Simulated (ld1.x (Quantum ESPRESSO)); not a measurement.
**Reading a pseudo-wave (hafnium)**

Columns: radius, all-electron u(r) and pseudo u(r) of the 5p shell (level -35.57 eV) of hafnium in the configuration [Kr] 4d10 4f14 5s2 5p6 5d2 6s2 6p0; PBE, scalar-relativistic, TM scheme, ld1.x (Quantum ESPRESSO) 7.5.

```json
{"r (bohr)": "0.110", "all-electron": "-0.2134", "pseudo": "-0.0123"}
{"r (bohr)": "0.220", "all-electron": "-0.1033", "pseudo": "-0.0500"}
{"r (bohr)": "0.330", "all-electron": "0.4235", "pseudo": "-0.1150"}
{"r (bohr)": "0.440", "all-electron": "0.4667", "pseudo": "-0.2101"}
{"r (bohr)": "0.550", "all-electron": "0.1641", "pseudo": "-0.3366"}
{"r (bohr)": "0.660", "all-electron": "-0.2231", "pseudo": "-0.4905"}
{"r (bohr)": "0.770", "all-electron": "-0.5562", "pseudo": "-0.6579"}
{"r (bohr)": "0.880", "all-electron": "-0.7915", "pseudo": "-0.8138"}
{"r (bohr)": "0.990", "all-electron": "-0.9305", "pseudo": "-0.9301"}
{"r (bohr)": "1.100", "all-electron": "-0.9910", "pseudo": "-0.9895"}
{"r (bohr)": "1.210", "all-electron": "-0.9936", "pseudo": "-0.9934"}
{"r (bohr)": "1.320", "all-electron": "-0.9568", "pseudo": "-0.9568"}
{"r (bohr)": "1.430", "all-electron": "-0.8957", "pseudo": "-0.8957"}
{"r (bohr)": "1.540", "all-electron": "-0.8212", "pseudo": "-0.8212"}
{"r (bohr)": "1.650", "all-electron": "-0.7411", "pseudo": "-0.7411"}
{"r (bohr)": "1.760", "all-electron": "-0.6609", "pseudo": "-0.6609"}
{"r (bohr)": "1.870", "all-electron": "-0.5838", "pseudo": "-0.5838"}
{"r (bohr)": "1.980", "all-electron": "-0.5119", "pseudo": "-0.5119"}
{"r (bohr)": "2.090", "all-electron": "-0.4462", "pseudo": "-0.4462"}
{"r (bohr)": "2.200", "all-electron": "-0.3870", "pseudo": "-0.3870"}
{"r (bohr)": "2.310", "all-electron": "-0.3344", "pseudo": "-0.3344"}
{"r (bohr)": "2.420", "all-electron": "-0.2880", "pseudo": "-0.2880"}
{"r (bohr)": "2.530", "all-electron": "-0.2474", "pseudo": "-0.2474"}
{"r (bohr)": "2.640", "all-electron": "-0.2120", "pseudo": "-0.2120"}
{"r (bohr)": "2.750", "all-electron": "-0.1814", "pseudo": "-0.1814"}
{"r (bohr)": "2.860", "all-electron": "-0.1549", "pseudo": "-0.1549"}
```

Problem. How many radial nodes do the two functions have?

Solution. The all-electron 5p function has n − l − 1 = 3 (the table is too coarse to show those close to the nucleus); the pseudo-wave has 0, since the states of the same l below it are removed with the core.

Problem. At about which radius was the pseudo-wave matched?

Solution. 1.35 bohr. The columns agree to 0.0005 from 1.21 bohr on; several derivatives are matched, so the curves merge somewhat inside the radius.

Problem. Is the pseudo-wave norm-conserving?

Solution. Yes: the TM scheme keeps the norm inside the radius equal to the all-electron one, which fixes the energy derivative of the logarithmic derivative at the level.
